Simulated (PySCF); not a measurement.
**WO: mean field, correlation and small terms against distance**

State: ³Σ⁻, triplet, unpaired electrons δ ↑↑. ROHF-based CCSD(T) in PySCF 2.14 with W aug-cc-pVDZ-PP with ECP60, O aug-cc-pVDZ and W aug-cc-pVTZ-PP with ECP60, O aug-cc-pVTZ (frozen core orbitals: 5; scalar-relativistic core potentials). Correlation energies are extrapolated as n⁻³ (n = 2, 3), Hartree–Fock as (n+1)·exp(−9√n). All energies in eV from W (5d4 6s2) + O.

```tsv
R (Å)	HF/CBS	CCSD corr.	(T)	total
1.4573	-1.843	-3.353	-0.4244	-5.621
1.5236	-2.798	-3.489	-0.4805	-6.767
1.5898	-3.204	-3.620	-0.5408	-7.365
1.6561	-3.210	-3.749	-0.6059	-7.565
1.7223	-2.927	-3.877	-0.6761	-7.480
1.8051	-2.297	-4.035	-0.7719	-7.104
1.8879	-1.477	-4.193	-0.8765	-6.547
```

A fit to the total gives Re = 1.6658 Å, De = 7.568 eV, ωe = 1062.7 cm⁻¹, Be = 0.4128 cm⁻¹ (masses 183.9509 and 15.9949 u).

**Question.** At R = 1.6561 Å the CCSD correlation energy is -0.368681 hartree in the smaller basis and -0.421127 in the larger. Extrapolate it.

**Answer.** (3³·E3 − 2³·E2)/(3³ − 2³) = -0.44321 hartree; the larger basis holds 95.0 % of it.

The T1 diagnostic is 0.049, large enough to doubt a single reference. The state was picked by a PBE0 search and need not be the measured ground state. Spin–orbit coupling, excitations beyond (T) and corrections to the Born–Oppenheimer picture are left out, and spin–orbit coupling matters for open p, d or f shells this heavy.
